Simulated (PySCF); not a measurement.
Two-component Hartree-Fock for O³⁺ (oxygen, charge +3)

Start: [He] 2s2 2p1; 2p1/2 filled at m_j = +1/2. Calculated with PySCF 2.14 in x2c-TZVPPall-2c: generalised Hartree-Fock with the X2C-1e Hamiltonian and a Gaussian nucleus; one run each with spin-orbit coupling (SO) switched off, then screened by Boettger's factors.

| spinor shell | electrons | ε, spin-free (eV) | ε, screened SO (eV) | weight of nominal j (screened SO) | rms radius, screened SO (bohr) |
| --- | --- | --- | --- | --- | --- |
| 1s1/2 | 2 | -635.64 | -635.63 | 1.000 | 0.229 |
| 2s1/2 | 2 | -88.425 | -88.420 | 0.999 | 1.07 |
| 2p1/2 | 1 | -78.116 | -78.147 | 0.924 | 1.01 |

| quantity | spin-free | screened SO |
| --- | --- | --- |
| E (hartree) | -71.15057 | -71.15174 |
| M_J | 1/2 | 1/2 |
| ⟨J²⟩ | 1.092 | 0.983 |
| ⟨L²⟩ | 2.010 | 2.010 |
| ⟨S²⟩ | 0.753 | 0.753 |

Each row is a mean over spinors that exchange with the open shell spreads, by up to 1.194 eV (2s1/2).

⟨J²⟩ departs a little from M_J(M_J + 1) because the unrestricted spinors polarise the closed shells.

Without spin-orbit coupling the j labels of p, d and f shells carry no meaning; the spin-free column gives the mean over the occupied spinors of each nl shell, and its ⟨J²⟩ belongs to a mixture of degenerate components.
